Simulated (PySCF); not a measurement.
# Ions at one geometry of BiF3(H2O)

PySCF 2.14.0, RKS PBE0, Bi def2-SVP with ECP60, F def2-SVP, O def2-SVP, H def2-SVP; non-relativistic Hamiltonian with scalar-relativistic core potentials where named; density fitting; no spin-orbit coupling; singlets restricted, open shells unrestricted. The geometry is relaxed for charge 0, singlet, vacuum:

```xyz
7

Bi   -0.8703   -0.3481    0.3481
F     0.1080    1.4086    0.7077
F     0.4514   -1.4385    1.4385
F     0.1080   -0.7077   -1.4086
O    -1.4771    1.4527   -1.4527
H    -0.8882    2.0837   -1.0060
H    -0.8882    1.0060   -2.0837
```

Energies count from the relaxed state; an electron taken off or put on is at rest in vacuum. Charges and spins are Mulliken's.

```tsv
state	energy (eV)	spin squared	charge on Bi1 (e)	spin on Bi1 (e)	dipole about the centre of mass (D)
charge 0, singlet, vacuum	0.00	0.00	1.34	0.00	4.12
charge -1, doublet, vacuum	0.57	0.75	0.60	0.92	3.32
```

Task: What does the state charge +1, doublet, vacuum give?

Result: energy (eV) 11.57, spin squared 0.77, charge on Bi1 (e) 1.62, spin on Bi1 (e) 0.12, dipole about the centre of mass (D) 4.49.

With an electron taken off (doublet) the charges change, summed by element, by Bi +0.27 e, F +0.45 e, O +0.18 e, H +0.10 e. The vertical ionisation energy is 11.57 eV, against −ε(HOMO) = 9.30 eV of the relaxed state. The level lies 2.3 eV too high, as is usual for semilocal functionals and global hybrids, which keep a self-interaction error.

With an electron put on (doublet) the charges change, summed by element, by Bi -0.74 e, F -0.19 e, O -0.01 e, H -0.06 e. The vertical electron affinity is -0.57 eV, against −ε(LUMO) = 1.54 eV of the relaxed state. The basis has no diffuse functions, which an added electron needs. The added electron's level lies above zero.

Open shells may have lower solutions than those found.
